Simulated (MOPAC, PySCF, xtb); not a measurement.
Pair of molecules: H2O (SMILES O) (first 3 atoms) with SiH4 (SMILES [SiH4]); geometry from B3LYP-D3(BJ)/def2-TZVP, rigid monomers moved along the line of their centres of mass till O1···Si4 is 3.60 Å.
(charge 0, multiplicity 1):
```tsv
atom	x (Å)	y (Å)	z (Å)
O	0.4646	0.3123	0.3475
H	0.0730	-0.4695	-0.0562
H	-0.1175	1.0418	0.1095
Si	-0.2925	-0.1685	3.8367
H	-0.6809	-1.3834	3.0861
H	-0.6547	-0.3734	5.2620
H	-1.0475	1.0018	3.3361
H	1.1620	0.0651	3.7428
```

Counterpoise-corrected where a basis set is named; no monomer relaxation. Rows marked so take none.

Rows in 3-21G carry no dispersion term and start afresh at each structure. The state reached by PM3 isn't checked.

Run with MOPAC for PM3 (differences of heats of formation); PySCF for 3-21G rows; xtb for the GFN methods. 

Question: One of these levels gives -4.60 kcal/mol for the interaction energy. Name it.
A. GFN1-xTB
B. PM3
C. HF/3-21G (no counterpoise)
D. GFN2-xTB

Answer: C, HF/3-21G (no counterpoise). The others give 0.67 (PM3), -3.00 (GFN1-xTB), -0.90 (GFN2-xTB)
